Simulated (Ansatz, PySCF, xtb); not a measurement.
Donor–acceptor adduct: GaH3 (SMILES [GaH3]) (first 4 atoms) with H2S (SMILES S); geometry from B3LYP-D3(BJ)/def2-TZVP, rigid monomers moved along the line of their centres of mass till Ga1···S5 is 3.06 Å.
(charge 0, multiplicity 1):
```xyz
7

Ga     0.5276    -0.0695     0.5202
H     -0.3462     1.1132    -0.0427
H      0.2736    -1.5335    -0.0007
H      1.8912     0.2612     1.2378
S     -1.1391    -0.4206     3.0647
H     -0.7224     0.6873     3.7015
H     -0.2791    -1.2093     3.7318
```

Interaction energies are E(AB) − E(A) − E(B) at the monomers' geometry in the complex; basis-set methods are counterpoise corrected. Rows marked so take none.

Rows in 3-21G, 6-31G* carry no dispersion term and start afresh at each structure (6-31G* with six Cartesian d functions); the Pople sets are all-electron and without relativity.

Programs: Ansatz (an electronic-structure program); PySCF for 3-21G rows, 6-31G* rows, the dispersion terms; xtb for the GFN methods. Each number belongs to the level named beside it.

Task: One of these levels gives -17.99 kcal/mol for the interaction energy. Which?
A) M06-2X/6-31G* (no counterpoise)
B) GFN1-xTB
C) HF/3-21G (no counterpoise)
D) r2SCAN-D3(BJ)/def2-TZVPPD

Result: B, GFN1-xTB. The others give -8.99 (HF/3-21G (no counterpoise)), -10.81 (r2SCAN-D3(BJ)/def2-TZVPPD), -11.77 (M06-2X/6-31G* (no counterpoise))
